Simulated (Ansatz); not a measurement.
Consider the isomerisation: `[OH][Sn]([F])[F]`• → `[O][SnH]([F])[F]`•.

Isolated molecules relaxed with PBE0-D4/def2-TZVP in Ansatz; ΔE leaves out vibrations. CCSD(T)/CBS is the MP2 limit (def2-TZVPP, def2-QZVPP) plus CCSD(T) − MP2 in def2-TZVPP, frozen cores. DFT in def2-TZVPP. B3LYP here is the variant with VWN-RPA as its local correlation; programs differ in this. HSE06 is defined as in plane-wave codes. No spin–orbit coupling; open shells (•) take unrestricted orbitals. Elements past krypton have def2 core potentials. For Sn outer-core shells are correlated without core-valence functions, which leaves a few kJ/mol of doubt a bond. Each species was taken in one conformer, which may not be the lowest.

Q: Is it downhill or uphill in electronic energy at CCSD(T)/CBS, and by how much? (Estimate.)

A: The calculation gave: Uphill: ΔE = +2.17 eV.

Q: What do these levels give: revPBE-D4, BLYP-D4, r2SCAN-D4, ωB97X-V, B2PLYP, revPBE, B3LYP, r2SCAN0, HSE06, RPA@PBE/def2-TZVPP, HF/def2-TZVPP, CCSD(T)/def2-TZVPP? (Estimate.)

A: Ansatz gave: revPBE-D4 2.33, BLYP-D4 2.36, r2SCAN-D4 2.21, ωB97X-V 2.05, B2PLYP 2.22, revPBE 2.32, B3LYP 2.20, r2SCAN0 2.06, HSE06 2.19, RPA@PBE/def2-TZVPP 1.95, HF/def2-TZVPP 1.28, CCSD(T)/def2-TZVPP 2.07 eV.

Largest T1 diagnostic among the species: 0.019.

From r2SCAN to r2SCAN0 (25 % exact exchange), in def2-TZVPP and without D4, ΔE moves by −0.15 eV. At CCSD(T), def2-SVP lies −0.24 eV from the extrapolated value and def2-TZVPP −0.10 eV. In def2-TZVPP, CCSD(T) changes the Hartree–Fock value by +0.79 eV (the triples alone add +0.08 eV) and MP2 by +1.13 eV.
